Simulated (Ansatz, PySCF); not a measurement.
C4H7BO, SMILES OB(C#C)CC. Atoms are numbered in the order given.

```xyz
13

C      2.1556    -1.1185     0.5015
C      1.2576    -0.3851     0.1277
B      0.1086     0.5366    -0.3416
O      0.3930     1.7921    -0.7817
C     -1.3894     0.0519    -0.3582
C     -1.8055    -0.8854     0.7828
H      2.9455    -1.7677     0.8323
H      1.3383     1.9925    -0.7708
H     -1.5194    -0.4729    -1.3273
H     -2.0521     0.9326    -0.4146
H     -1.7220    -0.3873     1.7628
H     -1.1635    -1.7798     0.8202
H     -2.8481    -1.2250     0.6749
```
Charge 0, spin multiplicity 1.

Coordinates come from a B3LYP-D3(BJ)/def2-SVP optimisation. This is a generated structure with no PubChem entry under its InChIKey; it may be hypothetical. One conformer was computed; it need not be the lowest.

Two levels are set side by side: PBE-D3(BJ)/def2-SVP (Ansatz, a quantum-chemistry and plane-wave program) and B3LYP-D3(BJ)/def2-SVP (Ansatz). Each level has its own optimised geometry; the coordinates shown are those of the second. Frequencies come from the Hessian of PySCF at each geometry. Differences are taken from unrounded values.

```csv
quantity,B3LYP-D3(BJ),PBE-D3(BJ),PBE-D3(BJ) minus B3LYP-D3(BJ)
mean bond length (Å),1.233,1.240,0.007
bond C1–C2 (Å),1.218,1.230,0.012
bond C2–B3 (Å),1.546,1.546,0.000
bond B3–O4 (Å),1.361,1.371,0.010
bond B3–C5 (Å),1.575,1.578,0.004
bond C5–C6 (Å),1.534,1.535,0.001
bond C1–H7 (Å),1.075,1.082,0.008
bond O4–H8 (Å),0.966,0.975,0.009
bond C5–H9 (Å),1.110,1.117,0.008
bond C5–H10 (Å),1.104,1.111,0.008
bond C6–H11 (Å),1.102,1.110,0.007
bond C6–H12 (Å),1.102,1.109,0.008
bond C6–H13 (Å),1.102,1.109,0.007
highest harmonic wavenumber (cm⁻¹),3831,3714,-117
mean harmonic wavenumber (cm⁻¹),1379,1342,-37
zero-point energy (kcal/mol),65.04,63.31,-1.73
```

Exact exchange shortens and stiffens bonds; PBE has none. Differences between two approximate levels are no errors against the true value.
